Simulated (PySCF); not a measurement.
# Structure elucidation problem

Molecular formula: C$_{6}$H$_{11}$BO$_{2}$. Simulated spectra:

1H NMR (600 MHz, computed): δ 7.68 (d, 1H), 5.54 (d, 1H), 3.72 (br, 2H), 2.30 (sept, 1H), 1.14 (d, 6H).

13C{1H} NMR (computed): δ 207.6, 185.6, 101.8, 40.0, 21.7.

Level of theory: structure optimised with PBE0-D3(BJ)/def2-SVP, shielding tensors at PBE0/pcSseg-1 (GIAO), in PySCF 2.14.0 with density-fitted response routines (averaged over atoms made equivalent by symmetry, fast rotation or ring inversion, no solvent model, one conformer, relativity neglected).

Shifts are taken against calculated references (same method and geometry level): 1H (σ = 31.27 ppm) and 13C (σ = 184.41 ppm) vs TMS.

Q: Deduce the structure.

A: 
5 carbon signals for 6 carbons: some carbons are equivalent by symmetry or fast rotation. Carbon types of the structure: 1 × C, 3 × CH, 2 × CH3, leaving 2 H on heteroatoms. δC 207.6: ketone carbonyl carbon; the double bond to the heteroatom, with no lone-pair donor beside it, deshields it most. δC 185.6: alkene carbon bearing oxygen; an sp2 carbon further deshielded by the attached heteroatom. δC 101.8: β carbon of an enol-ether or enamine type C=C; the O or N lone pair pushes π density onto this β carbon and shields it. δC 40.0: sp3 CH α to a carbonyl; α to the electron-withdrawing carbonyl group. δH 7.68: hydrogen on an alkene carbon bearing oxygen; attached to an sp2 carbon and in the plane of the double bond. δH 5.54: hydrogen on a β carbon of an enol-ether or enamine type C=C; a vinylic proton, deshielded by the sp2 carbon and the C=C anisotropy. δH 2.30: hydrogen on an sp3 CH α to a carbonyl; α to C=O.

These data were computed for `CC(C)C1=[O+][BH2-]OC=C1`.

The data come from this structure; uniqueness wasn't tested.

Hydrogens on boron are broadened and split by 11B (spin 3/2, 80 %) and 10B (spin 3). Shifts are as computed. Against solution values, carbons near 30 ppm lie about +2 ppm off and those near 130 ppm about +5 ppm. Of 1309 compounds with measured shifts, 239 miss one by over three times the rms of a fit or turn the order of signals round; such compounds aren't used in these exercises. No couplings were computed; multiplicities are counted from neighbouring protons, with m where these are inequivalent, close in shift, in a saturated or five-membered ring or joined by F or P, and br s for small geminal =CH2 splittings.
